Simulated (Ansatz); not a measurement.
Two isomers of C4H3F7: A = `FCC(F)(F)C(F)(F)C(F)F`, B = `FCC(F)(C(F)F)C(F)(F)F`.

Program: Ansatz. Geometries: PBE0-D4/def2-TZVP. ΔE: electronic, gas phase. CBS: MP2 limit from def2 TZ/QZ plus the TZ coupled-cluster correction, frozen cores. Functionals use def2-TZVPP. B3LYP here is the variant with VWN-RPA as its local correlation; programs differ in this. Each species was taken in one conformer, which may not be the lowest.

Problem. Which is lower in electronic energy at CCSD(T)/CBS, and by how much? (Best estimate.)

Solution. Computed: B, by 26.0 kJ/mol.

Problem. Give E(B) − E(A) in kJ/mol with B2PLYP, CCSD/def2-TZVPP, MP2/def2-TZVPP, HF/def2-TZVPP, r2SCAN-D4, B3LYP-D4, B3LYP. (Estimate.)

Solution. Computed: B2PLYP -25.0, CCSD/def2-TZVPP -28.2, MP2/def2-TZVPP -31.1, HF/def2-TZVPP -24.9, r2SCAN-D4 -27.0, B3LYP-D4 -23.7, B3LYP -21.5. None reverses the order clearly.

Problem. Does the order hold for the free energy at 298.15 K (harmonic terms from PBE0-D4)? (Best estimate.)

Solution. Computed: Yes: G(B) − G(A) = -24.3 kJ/mol, for one conformer each. Modes under 60 cm⁻¹, often nearly free rotors, make the harmonic entropy too high.

Largest T1 diagnostic: 0.012.

At CCSD(T), def2-SVP lies −13.0 kJ/mol from the extrapolated value and def2-TZVPP −2.8 kJ/mol. From BLYP to BHLYP (50 % exact exchange), in def2-TZVPP and without D4, E(B) − E(A) moves by −5.2 kJ/mol.
